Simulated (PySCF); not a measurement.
# TiH₄, singlet: molecular constants

Computed with BP86/[Ti def2-TZVP, H def2-TZVP], no relativity, density fitting, PySCF.

The structure is a minimum.

Coordinates in bohr (charge 0 multiplicity 1):
```
Ti    0.0000    0.0000    0.0000
H     1.8649    1.8649    1.8649
H     1.8649   -1.8649   -1.8649
H    -1.8649   -1.8649    1.8649
H    -1.8649    1.8649   -1.8649
```

* Point group: Td
* Bond lengths: Ti–H 1.709 Å (×4)
* Bond angles: H–Ti–H 109.5° (×6)
* Enthalpy at 298.15 K above 0 K: 12.52 kJ/mol
* Dipole moment: 0.00 D
* Entropy at 298.15 K and 1 bar: 223.6 J/(mol K)
* Zero-point energy: 56.7 kJ/mol
* Rotational constants: 2.147, 2.147, 2.147 cm⁻¹
* Atomisation energy without zero-point energy: 1120 kJ/mol
* Principal quadrupole moments (Buckingham, traceless) about the centre of mass: 0.00, 0.00, 0.00 D Å
* Highest occupied level: -7.56 eV
* Heat capacity Cp at 298.15 K: 58.2 J/(mol K)
* Rotational symmetry number: 12
* Principal polarisabilities: 46.1, 46.1, 46.1 bohr³
* Lowest empty level: -4.48 eV

Harmonic modes (masses in u: Ti 47.948, H 1.008):
```csv
symmetry,ω (cm⁻¹),"IR (km/mol, summed over degenerate members)",μ (u),type
t2,517,511,1.06,bend
e,576,0.0,1.01,bend
t2,1685,999,1.04,stretch
a1,1726,0.0,1.01,stretch
```

In Td the vibrations span 2t2 + e + a1. The a1, e modes carry no infrared intensity, as symmetry demands.

Charges (e):
```json
{"atom": "Ti1", "Mulliken": "0.57", "Löwdin": "0.36", "polar tensor": "1.33", "Mayer order to Ti1": "–"}
{"atom": "H2,3,4,5", "Mulliken": "-0.14", "Löwdin": "-0.09", "polar tensor": "-0.33", "Mayer order to Ti1": "0.97"}
```

Mulliken populations on Ti1: s 6.76, p 12.40, d 2.27, f 0.01.

Outer orbital energies (eV). occupied: -8.37, -7.56, -7.56, -7.56; empty: -4.48, -4.48, -3.23, -3.23.

Formally Ti is in oxidation state +4, d0. The polar-tensor charge on Ti, 1.33, is far below the formal one.

This need not be the most stable arrangement of these atoms.

The final relaxation and frequency run took 9.8 s on 2 threads of a shared Arm Neoverse V2 host, with 69 basis functions and 6 gradients; the process peaked at 0.93 GiB. Launch command: `OMP_NUM_THREADS=2 python axn.py task.json out`.
